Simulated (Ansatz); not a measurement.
Dimer: NH3 (SMILES N) (first 4 atoms) with PH3 (SMILES P); geometry from B3LYP-D3(BJ)/def2-TZVP, rigid monomers moved along the line of their centres of mass till N1···P5 is 3.71 Å.
(charge 0, multiplicity 1):
```json
[
 {"atom": "N", "x (Å)": "-0.0643", "y (Å)": "-0.1165", "z (Å)": "0.0765"},
 {"atom": "H", "x (Å)": "-0.9063", "y (Å)": "-0.6806", "z (Å)": "0.0766"},
 {"atom": "H", "x (Å)": "-0.3421", "y (Å)": "0.8358", "z (Å)": "-0.1314"},
 {"atom": "H", "x (Å)": "0.5202", "y (Å)": "-0.4387", "z (Å)": "-0.6864"},
 {"atom": "P", "x (Å)": "-0.0792", "y (Å)": "0.5258", "z (Å)": "3.7272"},
 {"atom": "H", "x (Å)": "1.1663", "y (Å)": "1.0260", "z (Å)": "3.2794"},
 {"atom": "H", "x (Å)": "0.2797", "y (Å)": "0.5981", "z (Å)": "5.1026"},
 {"atom": "H", "x (Å)": "0.3084", "y (Å)": "-0.8290", "z (Å)": "3.6003"}
]
```

Interaction energies are E(AB) − E(A) − E(B) at the monomers' geometry in the complex; basis-set methods are counterpoise corrected.

Cores are frozen in the correlated methods. CBS: X⁻³ extrapolation of the correlation energy, Hartree–Fock from the larger set.

Codes used: Ansatz (a quantum-chemistry and plane-wave program) with Gaussian orbitals. 

Question: Estimate the interaction energy that r2SCAN/def2-TZVPPD returns for this input.

Answer: -1.2 kcal/mol
